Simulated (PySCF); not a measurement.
4-methyl-2H-pyrrole (C₅H₇N), SMILES CC1=CCN=C1. The structure is a stationary point at B3LYP-D3(BJ)/def2-SVP. The values are those of a single conformer.

Computed equilibrium geometry at B3LYP-D3(BJ)/def2-SVP (PySCF confirms it by a frequency run) as a Z-matrix, and its point group (one conformer of several):
point group Cs.
```
C
C 1 1.3528
H 2 1.0910 1 127.05
C 1 1.4790 2 105.20 3 180.00
N 4 1.2872 1 114.56 2 0.00
H 4 1.0980 5 121.40 1 180.00
C 5 1.4565 4 105.96 6 180.00
H 7 1.1065 5 109.45 4 -122.43
H 7 1.1065 8 105.48 5 117.66
C 1 1.4953 2 129.89 3 0.00
H 10 1.0995 1 111.59 2 0.00
H 10 1.1034 11 108.06 1 -122.45
H 10 1.1034 11 108.06 12 -115.11
```
